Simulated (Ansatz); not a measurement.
Ansatz (a program for electronic structure) input (CAM-B3LYP/def2-TZVPD):

Ansatz 0.2 input:
```yaml
crystal:
  periodic: [false, false, false]
  atoms:
    - {symbol: C, position_ang: [-1.10298418, 0.04461010, 0.02624638]}
    - {symbol: Si, position_ang: [0.79384245, -0.02319156, -0.00715938]}
    - {symbol: H, position_ang: [-1.40932882, -0.59191163, -0.82029709]}
    - {symbol: H, position_ang: [-1.52739255, 1.03500244, -0.15848113]}
    - {symbol: H, position_ang: [-1.55916794, -0.38606960, 0.92153128]}
basis:
  gaussian:
    orbitals: def2-TZVPD
hamiltonian:
  xc: {name: CAM-B3LYP}
total_charge: -1
magnetization: {spin_polarized: true, initial_magnetization: 2}
```

Output:

```
Functional definition: CAM-B3LYP
integrals: 0.03 GiB planned
611 factors; their error is unknown
integrals: 0.06 GiB planned
263 factors; integrals over basis functions are off by at most 2.5e-5 eV
mean field: 0.42 GiB planned
mean field evaluation 1: about -8961.0301 eV, gradient 1.0e1 eV
mean field evaluation 2: about -8961.4412 eV, gradient 7.6e0 eV
mean field evaluation 4: about -8961.7146 eV, gradient 3.5e-1 eV
mean field evaluation 8: about -8961.7121 eV, gradient 1.9e-1 eV
mean field evaluation 16: about -8961.7123 eV, gradient 6.9e-5 eV
mean field -8961.71227207 eV, -329.3368515319 hartree, gradient 6.9e-5 eV, S^2 2.009822; 0 other end points of the search recorded, 0 dependent functions left out
reference -8961.71238213 eV, -329.3368555763 hartree; 13, 11 occupied and 94, 96 virtual orbitals, 611 factors
Total energy: -8961.71238213 eV, -329.3368555763 hartree
```

This state (charge -1, triplet) is run at the relaxed geometry of the species with charge 0 and multiplicity 2.
